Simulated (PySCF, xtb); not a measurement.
Sn(Br)2 cation (Br₂Sn), SMILES [Br][Sn][Br] (connectivity only; charge and spin as stated), charge +1, multiplicity 2.

Harmonic wavenumbers (cm⁻¹) from xtb with GFN2-xTB at its own minimum, in rising order: 36, 144, 186.

**Question.** What does PBE-D3(BJ)/def2-SVP run with PySCF 2.14.0 give at its own minimum? (The exact figures need the calculation; the answer reports its results.)

**Answer.** 56, 212, 253. Paired by order, the mean absolute difference is 52 cm⁻¹ and the zero-point energies are 0.5 and 0.7 kcal/mol.
